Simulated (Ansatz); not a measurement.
Abridged output of a molecular run in Ansatz:

```
Functional definition: HF
1421 factors; integrals over basis functions are off by at most 1.2e-3 eV
mean field evaluation 1: about -29116.8267 eV, gradient 3.3e1 eV
mean field evaluation 2: about -29116.8441 eV, gradient 3.3e1 eV
mean field evaluation 4: about -29120.3595 eV, gradient 2.9e0 eV
mean field evaluation 8: about -29120.4014 eV, gradient 1.4e-1 eV
mean field evaluation 16: about -29120.3830 eV, gradient 5.2e-1 eV
mean field -29120.40153090 eV, -1070.1550177435 hartree, gradient 3.5e-6 eV, S^2 0.000000; 0 other end points of the search recorded, 0 dependent functions left out
16 core orbitals not correlated: weight in the atoms' cores, before any rotation towards them, 1.000 or more for the frozen orbitals, at most 0.000 for the correlated occupied ones
reference -29120.40153090 eV, -1070.1550177435 hartree; 21, 21 occupied and 98, 98 virtual orbitals, 1421 factors
second order -17.75135452 eV of doubles, -0.00000000 eV of singles
cycle   1  -19.20887059 eV  change    -1.5e0 eV  update   9.6e-2
cycle   2  -19.75419220 eV  change   -5.5e-1 eV  update   2.9e-2
cycle   3  -19.82973488 eV  change   -7.6e-2 eV  update   1.1e-2
cycle   4  -19.82972994 eV  change    4.9e-6 eV  update   3.1e-3
cycle   5  -19.82873457 eV  change    1.0e-3 eV  update   1.1e-3
cycle   6  -19.82857799 eV  change    1.6e-4 eV  update   3.6e-4
cycle   7  -19.82856308 eV  change    1.5e-5 eV  update   1.2e-4
cycle   8  -19.82858723 eV  change   -2.4e-5 eV  update   4.2e-5
perturbative correction -0.53988003 eV, -0.0198402251 hartree
Total energy: -29140.76999816 eV, -1070.9035451091 hartree
```

Its atoms:

```xyz
14

C    -1.581   -1.561    0.717
In   -0.525    0.283    0.431
C     0.792    1.519    1.586
P     1.087   -0.329   -1.804
Cl   -1.610    1.602   -1.282
H    -2.367   -1.425    1.462
H    -2.041   -1.860   -0.224
H    -0.910   -2.350    1.061
H     0.244    1.970    2.414
H     1.621    0.939    1.993
H     1.183    2.316    0.952
H     2.224   -1.146   -2.012
H     1.575    0.842   -2.416
H     0.309   -0.801   -2.879
```

Question: Which basis set was used?
A. def2-SVP
B. def2-QZVPP
C. def2-TZVPPD
D. def2-SVPD

Answer: A. It gives 135 functions.

Question: Write the keys of the input that set method, charge and spin (a neutral closed shell needs none for the last two).

Answer: 
```yaml
correlation: {method: ccsd_t}
```
